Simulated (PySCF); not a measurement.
SMILES C=C(C1CC(=C)C1)C, C₈H₁₂

Geometry:
| atom | x (Å) | y (Å) | z (Å) |
| --- | --- | --- | --- |
| C1 | 2.975 | 0.428 | -0.049 |
| C2 | 1.770 | -0.078 | 0.110 |
| C3 | 0.802 | -0.762 | -0.814 |
| C4 | -0.218 | -0.839 | 0.347 |
| C5 | -1.497 | -0.073 | 0.195 |
| C6 | -2.643 | -0.561 | 0.645 |
| C7 | -1.420 | 1.274 | -0.463 |
| C8 | 0.829 | -0.172 | 1.279 |
| H9 | 3.506 | 0.896 | 0.763 |
| H10 | 3.481 | 0.395 | -1.000 |
| H11 | 0.494 | -0.170 | -1.674 |
| H12 | 1.139 | -1.735 | -1.173 |
| H13 | -0.446 | -1.864 | 0.643 |
| H14 | -2.708 | -1.533 | 1.105 |
| H15 | -3.565 | -0.010 | 0.571 |
| H16 | -2.264 | 1.892 | -0.169 |
| H17 | -1.449 | 1.163 | -1.547 |
| H18 | -0.496 | 1.787 | -0.204 |
| H19 | 1.179 | -0.812 | 2.088 |
| H20 | 0.524 | 0.783 | 1.706 |

Method: PySCF, GIAO HF/pcSseg-1 magnetisability, rotational g tensor and spin-rotation constants, non-relativistic, gas phase. Geometry: GFN2-xTB.

Question: Give the nuclear spin-rotation constants along the inertial axes (H = +C I·J) beside the isotropic shieldings.

Answer: Rotational constants 4.5270, 1.2816, 1.2028 GHz. A star marks the isotopologue with that one atom substituted, in its own axes.
```csv
atom,isotope,Caa (kHz),Cbb (kHz),Ccc (kHz),mean (kHz),σ (ppm)
H9,1H,-0.308,-0.145,0.058,-0.132,27.0
H10,1H,-0.266,-0.094,-0.001,-0.120,27.0
H11,1H,-0.464,0.018,-0.109,-0.185,29.6
H12,1H,-0.443,-0.091,-0.008,-0.181,29.4
H13,1H,-0.443,0.031,-0.117,-0.176,29.3
H14,1H,-0.457,0.099,-0.135,-0.164,27.2
H15,1H,0.124,-0.072,-0.130,-0.026,27.3
H16,1H,-0.126,-0.109,-0.092,-0.109,30.2
H17,1H,-0.494,-0.085,-0.016,-0.198,30.1
H18,1H,-0.076,-0.121,-0.099,-0.099,30.4
H19,1H,-0.460,0.033,-0.116,-0.181,29.2
H20,1H,-0.457,-0.108,0.002,-0.188,29.8
C1,13C*,1.040,0.225,0.507,0.591,79.1
C2,13C*,1.488,0.258,0.586,0.777,39.0
C3,13C*,0.575,0.200,0.195,0.324,163.9
C4,13C*,0.772,0.183,0.178,0.378,160.5
C5,13C*,1.710,0.652,0.169,0.843,37.1
C6,13C*,1.250,0.509,0.196,0.652,77.4
C7,13C*,0.608,0.155,0.160,0.308,176.0
```
For the geometry as given, no vibrational averaging.

Question: How do the rotational constants and the g tensor change when H9, H10, H11, H12, H13, H14, H15, H16, H17, H18, H19, H20 are replaced by deuterium?

Answer: Constants 3.4021, 1.0864, 1.0148 GHz; g -0.0202, -0.0095, -0.0051, against -0.0269, -0.0112, -0.0060 before.
